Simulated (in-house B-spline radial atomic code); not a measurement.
The numbers below are computed, except where a source is named.
**Softness against transferability: the 5s channel of Ag**

Ag, [Kr] 4d10 5s1, non-relativistic LDA (VWN5), spherical and spin-unpolarised, from a B-spline radial code for spherical atoms (atomic units). The all-electron 5s level is ε = -0.157408 hartree, its outermost node lies just inside 1.15 bohr and its outer maximum at 2.62 bohr.

Troullier-Martins pseudo-orbitals are made for several radii. The cutoffs (hartree) are the plane-wave energies beyond which the orbital holds less than the named kinetic energy per electron. The phase error is the difference, pseudo minus all-electron, of arctan(R P'/P) at R = 3.9 bohr for all radii, half a hartree below and above the level.

| r_c (bohr) | V_l(0) (hartree) | cutoff for 10 mEh | for 1 mEh | for 0.1 mEh | phase error at ε − 0.5 (mrad) | at ε + 0.5 (mrad) |
| --- | --- | --- | --- | --- | --- | --- |
| 1.97 | -0.59 | 2.33 | 9.16 | 20.7 | -0.3 | -12.0 |
| 2.28 | 1.79 | 2.25 | 6.62 | 10 | -0.2 | -6.6 |
| 2.62 | 1.45 | 2.16 | 6.2 | 9.5 | -0.2 | -8.3 |
| 2.96 | 0.75 | 1.84 | 4.74 | 8 | -0.5 | -18.3 |
| 3.3 | 0.30 | 1.41 | 2.78 | 6.62 | -1.1 | -41.0 |
| 3.6 | 0.07 | 0.98 | 2.33 | 5.51 | -2.2 | -76.1 |

Question: Which radius needs the lowest cutoff for 0.1 mEh while both phase errors stay within 18.4 mrad?

Answer: The radii within that limit are 1.97, 2.28, 2.62, 2.96 bohr; of these r_c = 2.96 needs the least, 8 hartree, that is 16 Ry or 218 eV.

Question: What does the larger radius buy, and what does it cost?

Answer: From r_c = 1.97 to 3.6 bohr the cutoff for 1 mEh goes from 9.16 to 2.33 hartree, a factor of 3.93, against 3.34 for a pure 1/r_c² scaling, end to end; step by step it is 9.16, 6.62, 6.2, 4.74, 2.78, 2.33, and for 0.1 mEh 20.7, 10, 9.5, 8, 6.62, 5.51; the number of plane waves goes as the cutoff to the power 3/2, here a factor of 7.8. The larger of the two phase errors is least at r_c = 2.28 bohr, 6.6 mrad; it is 12.0 at the smallest radius and 76.1 at the largest. These errors test the reference atom alone. The smallest radius lies well inside the outer maximum, where the nodeless form must bend sharply to keep the norm, so it is both harder and scatters less well than the next. Large radii also let the cores of neighbours overlap, which an atom doesn't show.
